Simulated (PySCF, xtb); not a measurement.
CH7ClGeSi, SMILES [GeH3][CH2][SiH2]Cl. Other conformers were not sampled.

Harmonic wavenumbers (cm⁻¹) from GFN2-xTB (xtb 6.7.1) at its own minimum, in rising order: 18, 102, 124, 199, 443, 462, 476, 498, 550, 607, 680, 724, 754, 777, 808, 860, 867, 1004, 1110, 1434, 1978, 2058, 2094, 2248, 2266, 2963, 2976.

Question: What does PBE-D3(BJ)/def2-SVP in PySCF 2.14.0 give at its own minimum? (The exact figures need the calculation; the answer reports its results.)

Answer: 52, 104, 110, 222, 452, 476, 507, 523, 617, 658, 707, 751, 804, 849, 857, 862, 919, 983, 1027, 1326, 2077, 2088, 2109, 2169, 2178, 2993, 3063. Paired by order, the mean absolute difference is 44 cm⁻¹ and the zero-point energies are 41.6 and 42.2 kcal/mol.
